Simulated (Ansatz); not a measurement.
The same hydrogenolysis along the group B, Al, Ga, In.

Gas-phase electronic energies from Ansatz, PBE0-D4/def2-TZVP geometries. CCSD(T)/CBS is the MP2 limit (def2-TZVPP, def2-QZVPP) plus CCSD(T) − MP2 in def2-TZVPP, frozen cores. This one scheme is used for every species. Functionals use def2-TZVPP. def2 core potentials past Kr. For Br, Ga, In outer-core shells are correlated without core-valence functions, which leaves a few kJ/mol of doubt a bond. Scalar relativity is left out up to krypton.

| reaction | PBE-D4 (kJ/mol) | PBE0-D4 (kJ/mol) |
| --- | --- | --- |
| `BrBBr` + H₂ → `BBr` + HBr | 68 | 62 |
| `[Br][AlH][Br]` + H₂ → `[AlH2][Br]` + HBr | 142 | 143 |
| `[Br][GaH][Br]` + H₂ → `[GaH2][Br]` + HBr | 111 | 111 |
| `[Br][InH][Br]` + H₂ → `[Br][InH2]` + HBr | 113 | 113 |

Question: Give the CCSD(T)/CBS values in the same order. (Best estimate.)

Answer: Ansatz gave: 62, 148, 114, 121 kJ/mol.

Largest T1 diagnostic: 0.012, for `[Br][InH2]`.
